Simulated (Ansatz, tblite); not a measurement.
Cost and result up the ladder for Ag3⁻ (3 atoms). The state is a singlet with charge -1. Geometry: PBE-D4/def2-TZVPD.

Cartesian coordinates in Å:
```
Ag -0.293 2.119 -1.572
Ag 0.286 -2.122 1.569
Ag 0.007 0.003 0.003
```

Ansatz on 4 threads of Arm Neoverse V2 on a shared host; xTB runs through tblite on one thread. Times are rough, summed over both states, and most runs start from the orbitals of an earlier one. PBE0-D4/def2-TZVPD serves as the yardstick here, not as an exact answer. The other state is a doublet.

In the def2 sets Ag takes a core potential; there is no spin–orbit coupling. The xTB rows come from tblite. The structure comes from a short search, and lower isomers may exist.

Run but left out: HF/def2-TZVPD, MP2/def2-TZVPD, CCSD/def2-TZVPD, CCSD(T)/def2-TZVPD (singlet: restricted singlet, unstable towards broken spin symmetry).

Raw xTB energies of ions are shifted by several eV.

```
                           level  functions  wall time
                        GFN2-xTB         27    0.005 s
                        GFN1-xTB         27    0.007 s
               PBE-D4/def2-TZVPD        120      3.3 s
PBE0-D4/def2-TZVPD (with forces)        120      6.9 s
            r2SCAN-D4/def2-TZVPD        120      7.4 s
```

Problem. Estimate what each level gives for the vertical IE (eV).

Solution. 
| level | vertical IE (eV) | difference from PBE0-D4/def2-TZVPD (eV) |
| --- | --- | --- |
| GFN2-xTB | 6.03 | 3.90 |
| GFN1-xTB | 4.51 | 2.38 |
| PBE-D4/def2-TZVPD | 2.35 | 0.22 |
| PBE0-D4/def2-TZVPD (with forces) | 2.13 | 0.00 |
| r2SCAN-D4/def2-TZVPD | 2.25 | 0.12 |
